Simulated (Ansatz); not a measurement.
Cartesian coordinates in Å:
```
F 0.1325 -1.6662 0.4877
C 0.2958 -0.5678 -0.3500
Zn -0.4589 1.0201 0.4794
F -1.1387 2.4494 1.2270
H 1.3652 -0.4447 -0.5431
H -0.1959 -0.7908 -1.3010
```

Charge 0, multiplicity 1.

**Question.** List the B3LYP/def2-TZVPP orbital energies in eV (Ansatz 0.2.0). (An estimate is asked.)

**Answer.** The calculation gave: Occupied: -9450.59, -1149.79, -1013.18, -1013.18, -1013.09, -671.50, -669.87, -279.11, -132.44, -88.70, -88.68, -88.54, -32.75, -30.02, -19.03, -14.99, -14.82, -14.81, -14.65, -14.65, -13.58, -13.40, -12.44, -10.75, -9.98, -9.85, -9.74, -8.24. Lowest empty: -1.15, -0.90, -0.49, 1.14, 2.38, 2.65, 3.44, 3.99.

B3LYP here is the variant with VWN-RPA as its local correlation; programs differ in this.
